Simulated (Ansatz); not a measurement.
Process, species as SMILES: [F][Sr][F] → [F][Sr][F] as doublet, charge -1 (an electron is taken up)

Wanted: adiabatic electron affinity (0 K, with zero-point energies), in eV. Positive where the reaction releases energy. Terms: dispersion terms only where a functional's name holds one; STO-3G and 3-21G all-electron and non-relativistic; def2 sets with scalar-relativistic core potentials past Kr; spin-orbit terms left out; UHF or UKS for open shells. Ab initio and DFT rows: single points at B3LYP-D3(BJ) geometries (Ansatz, a first-principles code), with unscaled harmonic terms from B3LYP/6-31G* (LANL2DZ past Ar) (Ansatz) at its own minima. The spin state of an ion or metal species was assumed, not searched.

| species | coefficient | E at HF/STO-3G (Ansatz), Eh | E at PBE/def2-TZVPD (Ansatz), Eh | zero-point energy, kcal/mol |
|---|---|---|---|---|
| [F][Sr][F] | +1 | -3295.06597 | -230.45488 | 1.40 |
| [F][Sr][F] as doublet, charge -1 | -1 | -3294.86529 | -230.48494 | 1.27 |

 1 Eh = 27.2114 eV and 1 eV = 23.0605 kcal/mol.

Question: Compute it at each level from the table.

Answer: 
- HF/STO-3G: the sum of coefficient times E is -0.20068 Eh, or -5.461 eV; the thermal terms add 0.006. Result: -5.46 eV.
- PBE/def2-TZVPD: the sum of coefficient times E is 0.03006 Eh, or 0.818 eV; the thermal terms add 0.006. Result: 0.82 eV.
